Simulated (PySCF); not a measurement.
# TDDFT excited states: C5H9NOSi

Compound: C5H9NOSi.
SMILES: `N#C[C@@H]1C[SiH2]CCO1`

Method used: TDDFT wB97X-D/def2-SVPD, vertical, gas phase, core orbitals frozen in the response in PySCF 2.14.0, density-fitted response routines. The structure is a single PBE0-D3(BJ)/def2-SVP conformer in the gas phase; no vibrational or solvent corrections.

Problem. Predict the UV-vis stick spectrum at this level.

Solution. 

```csv
state,λ (nm),E (eV),f,"main configurations (H = HOMO, L = LUMO)"
S1,172.0,7.21,0.0030,"H→L (45%), H→L+2 (27%)"
S2,162.6,7.62,0.0040,"H→L (25%), H-3→L+2 (16%), H-3→L (10%)"
S3,158.7,7.81,0.0078,H→L+1 (45%)
S4,152.9,8.11,0.0024,"H→L+2 (34%), H→L (11%)"
S5,152.8,8.12,0.0025,"H→L+1 (22%), H-3→L+2 (9%)"
S6,151.3,8.19,0.017,"H→L+2 (18%), H→L+1 (15%)"
```

The lowest singlet comes at 172 nm (695 kJ/mol) in the vacuum ultraviolet; it is very weak; its leading configuration is HOMO→LUMO (45%). The strongest level in the table is S6 at 8.19 eV (151 nm, f = 0.017). It is the last of those listed, so stronger ones may follow. S4/S5 lie within about 0.01 eV of each other. Löwdin shares by element: HOMO oxygen 48%, carbon 26% or more (atoms not listed hold the other 26%); LUMO silicon 20%, carbon 20% or more, nitrogen 8% (atoms not listed hold the other 52%). Orbital energies (eV): HOMO-3 -11.54, HOMO-2 -11.13, HOMO-1 -10.72, HOMO -10.10, LUMO 1.72, LUMO+1 1.94, LUMO+2 2.15. The oscillator strengths of these states sum to 0.037; summed over the whole spectrum of an exact calculation they would give the number of electrons, 68 (Thomas–Reiche–Kuhn). Weighted by f, the mean energy of these states is 7.96 eV. Singlets were solved by full linear response.

Hardware: Arm Neoverse V1, one thread, shared host. Cost: 81 s wall.
